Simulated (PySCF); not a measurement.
C3H2ClNSe.
Bonds: Cl1–C2, C2–C3 (aromatic), C3–N4 (aromatic), N4–C5 (aromatic), C5–Se6 (aromatic), C2–Se6 (aromatic). Hydrogens: H7 on C3; H8 on C5.

Computed, not measured: TDDFT CAM-B3LYP/def2-SVPD, vertical, gas phase, core orbitals frozen in the response in PySCF 2.14.0, density-fitted response routines. Isolated species at its PBE0-D3(BJ)/def2-SVP geometry, gas phase. The CAM-B3LYP/def2-SVPD calculation is non-relativistic and has no spin–orbit coupling, an omission that weighs most on selenium.

```json
{"state": "S1", "λ (nm)": "246.3", "E (eV)": "5.03", "f": "0.0001", "symmetry": "–", "main configurations (H = HOMO, L = LUMO)": "H-2→L (95%)"}
{"state": "S2", "λ (nm)": "237.4", "E (eV)": "5.22", "f": "0.118", "symmetry": "A′", "main configurations (H = HOMO, L = LUMO)": "H→L (92%)"}
{"state": "S3", "λ (nm)": "234.7", "E (eV)": "5.28", "f": "0.0002", "symmetry": "–", "main configurations (H = HOMO, L = LUMO)": "H→L+1 (76%), H-1→L+1 (16%)"}
{"state": "S4", "λ (nm)": "220.8", "E (eV)": "5.61", "f": "0.056", "symmetry": "A′", "main configurations (H = HOMO, L = LUMO)": "H-1→L (83%)"}
{"state": "S5", "λ (nm)": "219.7", "E (eV)": "5.64", "f": "0.0002", "symmetry": "–", "main configurations (H = HOMO, L = LUMO)": "H-1→L+1 (75%), H→L+1 (16%)"}
{"state": "S6", "λ (nm)": "195.6", "E (eV)": "6.34", "f": "0.0009", "symmetry": "–", "main configurations (H = HOMO, L = LUMO)": "H→L+2 (44%), H→L+3 (32%), H→L+6 (9%)"}
{"state": "S7", "λ (nm)": "187.5", "E (eV)": "6.61", "f": "0.026", "symmetry": "A′", "main configurations (H = HOMO, L = LUMO)": "H-2→L+1 (73%), H→L+5 (11%)"}
{"state": "S8", "λ (nm)": "181.2", "E (eV)": "6.84", "f": "0.011", "symmetry": "A″", "main configurations (H = HOMO, L = LUMO)": "H→L+4 (36%), H→L+2 (33%), H→L+3 (25%)"}
{"state": "S9", "λ (nm)": "179.3", "E (eV)": "6.91", "f": "0.0000", "symmetry": "–", "main configurations (H = HOMO, L = LUMO)": "H-3→L (72%), H-2→L+5 (16%)"}
{"state": "S10", "λ (nm)": "172.6", "E (eV)": "7.18", "f": "0.015", "symmetry": "A″", "main configurations (H = HOMO, L = LUMO)": "H-1→L+2 (64%), H→L+4 (12%), H-2→L+5 (9%)"}
```

Triplets, Tamm–Dancoff:

| state | E (eV) | λ (nm) | main configurations (H = HOMO, L = LUMO) |
| --- | --- | --- | --- |
| T1 | 3.44 | 360.7 | H→L (92%) |
| T2 | 4.55 | 272.5 | H-1→L (95%) |
| T3 | 4.57 | 271.5 | H-2→L (86%) |
| T4 | 4.97 | 249.7 | H→L+1 (55%), H-1→L+1 (33%) |

The lowest singlet lies at 5.03 eV (246 nm, ultraviolet) and is dark (f under 0.0005); its leading configuration is HOMO-2→LUMO (95%). The most intense listed level is S2 at 5.22 eV (237 nm, f = 0.118), 0.19 eV above S1. Löwdin shares by element: HOMO carbon 64%, chlorine 19% (atoms not listed hold the other 17%); LUMO carbon 41% or more, selenium 24%, nitrogen 15% (atoms not listed hold the other 20%). The oscillator strengths of these states sum to 0.228; summed over the whole spectrum of an exact calculation they would give the number of electrons, 78 (Thomas–Reiche–Kuhn). Weighted by f, the mean energy of these states is 5.69 eV. The listed states span 2.15 eV, and the widest gap between neighbours is 0.69 eV (S5 to S6). No computed singlet lies in the visible range (380 to 750 nm); the lowest, at 246 nm, stands 1.77 eV above its violet end (3.26 eV). The vertical ionisation energy (ΔSCF) is 9.25 eV, 2.07 eV above S10. Symmetry labels in Cs follow from the direction of the transition dipole and are given only for states with f of 0.002 or more. The window holds the lowest 10 singlets.
